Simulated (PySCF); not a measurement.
# What a mistake does to a calculation on BGeH7N2

Calculated results; nothing here was measured. They come from PySCF 2.14.0, an open-source quantum chemistry program, on an isolated molecule that a program drew, which may never have been made. The molecule is BGeH7N2 (charge 0, singlet), drawn as the SMILES string `B[NH][GeH2][NH2]`.

Each row is a Hartree-Fock (HF) and frozen-core CCSD(T) single point in the cc-pVDZ basis, meant for a local HF minimum. Run 1 is clean. Each other run has one planted mistake out of seven kinds, and not every kind appears here: one electron removed, one electron added, multiplicity raised by two, geometry at a saddle point, minimal basis STO-3G, one bond length entered in bohr, all coordinates scaled. The reference is restricted for singlets and unrestricted otherwise, and also for a bond in bohr. Adding or removing an electron swaps singlet and doublet. Electrons count all cores. HOMO and LUMO are orbital energies over both spins, the gradient is its largest component, and the lowest frequency (negative if imaginary) is given only where the gradient is small. Bond lengths are over the 10 bonds as drawn. T1 is the CCSD diagnostic: over 0.02 (restricted) or 0.045 (unrestricted) a single reference is doubtful. Germanium has the cc-pVDZ-PP basis, with a core potential (ECP10MDF) in place of its 10 inner electrons, and its 3s, 3p and 3d shells are frozen in CCSD(T).

Geometry of the clean run:
```xyz
11
BGeH7N2, angstrom
B    -1.5435    0.6799    0.9605
N    -0.5858   -0.2766    0.6109
Ge   -0.5348   -1.3369   -0.9025
N     1.1967   -1.2785   -1.5025
H    -1.4413    1.2813    1.9987
H    -2.4670    0.9016    0.2206
H     0.1684   -0.4270    1.2560
H    -0.8129   -2.8036   -0.5657
H    -1.5924   -0.7787   -1.8556
H     1.4449   -2.0129   -2.1429
H     1.4821   -0.4007   -1.9015
```

| run | electrons | basis functions | <S^2> | HOMO (eV) | LUMO (eV) | gradient (hartree/bohr) | lowest frequency (cm^-1) | mean bond (Å) | longest bond (Å) | T1 | HF (hartree) | CCSD(T) (hartree) | mistake |
|---|---|---|---|---|---|---|---|---|---|---|---|---|---|
| 1 | 58 | 100 | 0.000 | -10.97 | 3.94 | 1.2e-05 | 55 | 1.3562 | 1.849 | 0.0131 | -431.09125 | -431.68476 | no fault |
| 2 | 58 | 100 | 0.000 | -11.08 | 4.18 | 4.2e-02 | - | 1.2966 | 1.767 | 0.0117 | -431.06793 | -431.65160 | all coordinates scaled |
| 3 | 57 | 100 | 0.759 | -15.71 | -7.25 | 7.9e-02 | - | 1.3562 | 1.849 | 0.0426 | -430.75847 | -431.30543 | one electron removed |
| 4 | 58 | 100 | 2.019 | -4.97 | -2.35 | 3.2e-02 | - | 1.3562 | 1.849 | 0.0192 | -430.83875 | -431.43044 | multiplicity raised by two |
| 5 | 58 | 100 | 0.990 | -8.28 | 1.72 | 2.3e-02 | - | 1.5194 | 3.465 | 0.0154 | -430.99389 | -431.55177 | ? |
| 6 | 59 | 100 | 0.760 | 2.23 | 8.01 | 7.4e-02 | - | 1.3562 | 1.849 | 0.0311 | -430.97521 | -431.58710 | ? |

**Which mistake was planted in run 5, and what did it cost?**

The mean bond changes by a factor of 1.120 and the longest by 1.874, so the molecule wasn't scaled as a whole. A length L in bohr read as angstrom grows by (1/0.5292 - 1) L = 0.890 L. The 10 bonds together grew by 10 x 0.1632 = 1.632 Å, which gives L = 1.834 Å. That is bond Ge3-N4, 1.833 Å in the clean geometry. So the mistake is: one bond length entered in bohr. Subtracting run 1 and multiplying by 627.51 kcal/mol a hartree, the energy moved by 61.1 kcal/mol in HF and 83.5 kcal/mol in CCSD(T).

**Which mistake was planted in run 6, and what did it cost?**

It counts 59 electrons, one more than the clean run, at the same geometry and basis. So the mistake is: one electron added. Subtracting run 1 and multiplying by 627.51 kcal/mol a hartree, the energy moved by 72.8 kcal/mol in HF and 61.3 kcal/mol in CCSD(T).

Cautions from the logs. Run 6: the HOMO is above zero, so the electron isn't bound and the energy depends on the basis.
